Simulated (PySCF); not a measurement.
# Dipole response of Ni²⁺ (nickel, charge +2)

[Ar] 3d8, high-spin 3F determinant. Calculation: PySCF 2.14, in aug-cc-pVTZ; no relativity, point nucleus. Coupled (time-dependent) response in atomic units; α is the mean over directions.

| method | mean α (bohr³) | C₆ (like pair) | S(−4) |
| --- | --- | --- | --- |
| UHF | 2.571 | 7.057 | 2.778 |
| PBE | 3.287 | 9.228 | 6.004 |
| PBE0 | 3.040 | 8.485 | 4.674 |

S(−4) is the Cauchy moment in α(ω) = α(0) + S(−4) ω² + …

α(iu) at PBE:

| u (hartree) | α(iu) (bohr³) |
| --- | --- |
| 0 | 3.287 |
| 0.0500 | 3.272 |
| 0.100 | 3.229 |
| 0.200 | 3.075 |
| 0.300 | 2.871 |
| 0.500 | 2.452 |
| 0.750 | 2.033 |
| 1.00 | 1.722 |
| 1.50 | 1.290 |
| 2.00 | 1.001 |
| 3.00 | 0.6516 |
| 5.00 | 0.3411 |

For an ion, C₆ is the dispersion term alone; charge-induced terms of lower order in 1/R come first.
